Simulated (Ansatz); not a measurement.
Wavefunction ladder for `O[SiH][SiH2]O` radical

Cartesian coordinates in Å:
```
O 0.131 0.546 2.240
Si -0.634 -0.249 1.001
Si 0.515 0.155 -1.004
O -0.498 -0.117 -2.282
H -0.018 0.217 3.128
H -0.812 -1.692 1.367
H 1.675 -0.742 -1.243
H 0.994 1.566 -0.950
H -1.352 0.317 -2.256
```

The species carries charge 0 and has multiplicity 2. The structure was optimised at the PBE0-D4/def2-TZVP level. It is one conformer, not always the lowest. Frozen core, unrestricted reference, the Gaussian-basis code of Ansatz. CBS rows extrapolate triple and quadruple zeta; past MP2 they add the triple-zeta difference.

```tsv
basis	HF (Eh)	MP2 corr.	CCSD corr.	(T)	CCSD(T) total
def2-TZVPP	-730.64407	?	-0.74172	-0.02619	?
def2-QZVPP	?	?	–	–	–
CBS(def2)	?	-0.80524	-0.84211	as TZ	?
```

Question: Fill in the withheld values. (Best estimate.)

Answer: Computed: def2-TZVPP MP2 corr.: -0.70485; def2-TZVPP CCSD(T) total: -731.41198; def2-QZVPP HF (Eh): -730.67024; def2-QZVPP MP2 corr.: -0.76252; CBS(def2) HF (Eh): -730.67384; CBS(def2) CCSD(T) total: -731.54214.
